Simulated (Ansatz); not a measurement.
The inner images of a band of F$_{4}$H$_{2}$OTi (8 atoms, charge 0, multiplicity 1) are given out of order.

Theory: RKS revPBE-D4/def2-SVP (Ansatz 0.2.0).

First end point:

```xyz
8
Properties=species:S:1:pos:R:3
Ti -0.024 -0.091 0.044
O -0.155 -0.191 1.886
H -0.676 0.391 2.468
F 1.548 0.364 -0.589
F -1.025 1.314 -0.258
F -0.819 -1.375 -0.849
F 1.238 -1.949 1.018
H 0.845 -1.539 1.796
```

Last end point:

```xyz
8
Properties=species:S:1:pos:R:3
Ti 0.072 -0.513 -0.167
O 0.516 0.057 2.091
H -0.313 0.458 2.417
F 1.517 0.433 -0.481
F -1.382 0.398 0.295
F -0.380 -1.011 -1.789
F 0.326 -2.102 0.588
H 0.578 -0.797 2.563
```

Put them in order from the first end to the last, with their energies above the first end.
A.
```xyz
8
Properties=species:S:1:pos:R:3
Ti 0.178 -0.436 -0.132
O 0.297 -0.021 2.127
H -0.570 0.297 2.446
F 1.579 0.388 -0.781
F -1.092 0.784 0.184
F -0.632 -1.218 -1.476
F 0.750 -1.955 0.648
H 0.423 -0.917 2.500
```
B.
```xyz
8
Properties=species:S:1:pos:R:3
Ti 0.187 -0.322 -0.055
O 0.114 -0.075 2.056
H -0.728 0.071 2.524
F 1.591 0.327 -0.862
F -0.903 1.088 -0.018
F -0.807 -1.358 -1.053
F 1.016 -1.783 0.825
H 0.463 -1.024 2.100
```
C.
```xyz
8
Properties=species:S:1:pos:R:3
Ti 0.208 -0.392 -0.107
O 0.179 -0.055 2.105
H -0.684 0.192 2.488
F 1.586 0.343 -0.895
F -0.948 0.957 0.098
F -0.740 -1.301 -1.268
F 0.933 -1.855 0.703
H 0.400 -0.966 2.393
```
D.
```xyz
8
Properties=species:S:1:pos:R:3
Ti 0.107 -0.208 0.009
O 0.056 -0.104 1.981
H -0.732 0.128 2.504
F 1.573 0.329 -0.774
F -0.960 1.181 -0.103
F -0.793 -1.362 -0.950
F 1.065 -1.823 1.007
H 0.618 -1.217 1.841
```
E.
```xyz
8
Properties=species:S:1:pos:R:3
Ti 0.130 -0.470 -0.151
O 0.417 0.017 2.126
H -0.445 0.371 2.422
F 1.565 0.413 -0.629
F -1.232 0.607 0.252
F -0.512 -1.110 -1.653
F 0.525 -2.035 0.617
H 0.484 -0.871 2.531
```

D (+12.9 kJ/mol), B (-23.3 kJ/mol), C (-42.3 kJ/mol), A (-51.4 kJ/mol), E (-61.0 kJ/mol).

Time of the run: 97 s on 4 threads of Arm Neoverse V2 (shared host), peak memory 0.17 GiB.
